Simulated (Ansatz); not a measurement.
Reaction (ligand exchange at the Si–F bond): `O[SiH2][SiH](O)F` + NH₃ → `N[SiH](O)[SiH2]O` + H–F

Program: Ansatz. Geometries: PBE0-D4/def2-TZVP. ΔE: electronic, gas phase. CCSD(T)/CBS is the MP2 limit (def2-TZVPP, def2-QZVPP) plus CCSD(T) − MP2 in def2-TZVPP, frozen cores. This one scheme is used for every species. Functionals use def2-TZVPP. B3LYP here is the variant with VWN-RPA as its local correlation; programs differ in this. HSE06 is defined as in plane-wave codes. Each species was taken in one conformer, which may not be the lowest.

**Question.** Is it downhill or uphill in electronic energy at CCSD(T)/CBS, and by how much? (Estimate.)

**Answer.** Computed: Uphill: ΔE = +82.3 kJ/mol.

**Question.** What do these levels give: PBE0-D4, B3LYP-D4, HSE06-D4, B2PLYP, PBE-QIDH, PBE, r2SCAN, PBE0, RPA@PBE/def2-TZVPP, HF/def2-SVP, CCSD(T)/def2-SVP, CCSD/CBS(def2)? (Estimate.)

**Answer.** The calculation gave: PBE0-D4 79.1, B3LYP-D4 86.2, HSE06-D4 78.9, B2PLYP 89.4, PBE-QIDH 81.4, PBE 83.4, r2SCAN 88.9, PBE0 82.5, RPA@PBE/def2-TZVPP 86.3, HF/def2-SVP 90.7, CCSD(T)/def2-SVP 83.6, CCSD/CBS(def2) 84.5 kJ/mol.

Largest T1 diagnostic among the species: 0.012.

Leaving LDA and LC-ωPBE aside and taking each functional with its dispersion term where it has one, the values, not all of them listed here, spread over 16.0 kJ/mol, from revPBE-D4 to B97M-V. LDA lies −9.1 kJ/mol from PBE without D4. The D4 term adds −6.2 kJ/mol with B3LYP and −3.5 kJ/mol with PBE0; it sums over pairs of atoms, weighted by their polarisabilities, and B3LYP, whose exchange is more repulsive, gets the larger term. In def2-TZVPP, CCSD(T) changes the Hartree–Fock value by −16.3 kJ/mol (the triples alone add −2.1 kJ/mol) and MP2 by −19.0 kJ/mol.
